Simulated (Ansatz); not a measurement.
Basis-set extrapolation for C2H10AlNSi (PBE0-D4/def2-TZVP geometry, frozen core, Ansatz 0.2.0). Multiplicity 1, RHF reference.

```json
{"": "HF", "def2-TZVPP": "-666.935203", "def2-QZVPP": "-666.957433"}
{"": "MP2 correlation", "def2-TZVPP": "-0.783208", "def2-QZVPP": "-0.835722"}
{"": "CCSD(T) correlation", "def2-TZVPP": "-0.880044", "def2-QZVPP": "not run"}
```

Energies in hartree. Use E(X) = E(∞) + A·exp(−7.88·√X) for Hartree–Fock and E(X) = E(∞) + B·X^(−2.97) for correlation, with X = 3 and 4, and add CCSD(T) minus MP2 of the smaller set to the MP2 limit.

**Question.** What is the CCSD(T) energy at the basis-set limit?

**Answer.** HF limit: -666.957433 + (-0.022230) × 0.13774 = -666.96049. MP2 limit: -0.835722 + (-0.052514) × 0.74074 = -0.87462. Higher-order term: -0.880044 − (-0.783208) = -0.09684. Total: -667.93195 hartree, 306.4 kJ/mol below CCSD(T)/def2-TZVPP.
